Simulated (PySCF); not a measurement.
Electron correlation in Cu (copper, neutral)

[Ar] 3d10 4s1, 2S determinant. Calculation: PySCF 2.14, in def2-TZVP; the non-relativistic Hamiltonian (point nucleus). Frozen: [Ar]; 11 electrons correlated.

MP2 pair energies summed by pair of shells (mhartree):

```json
{"pair": "3d-3d", "energy": "-386.07", "share (%)": "96.1"}
{"pair": "3d-4s", "energy": "-15.77", "share (%)": "3.9"}
```

Total MP2 correlation energy: -401.84 mhartree.

Same-spin part -150.42 and opposite-spin part -251.41 mhartree; SCS-MP2 scales them by 1/3 and 6/5 to -351.84 mhartree.

| level | correlation energy (mhartree) |
| --- | --- |
| CCSD | -349.38 |
| (T) | -11.67 |
| CCSD(T) | -361.05 |

Diagnostics: T1 = 0.022, D1 = 0.0518, largest double amplitude 0.032.

Cost of the coupled-cluster step: 2.4 s of wall time on 1 thread of Neoverse-N1 (shared host), for 11 correlated electrons.
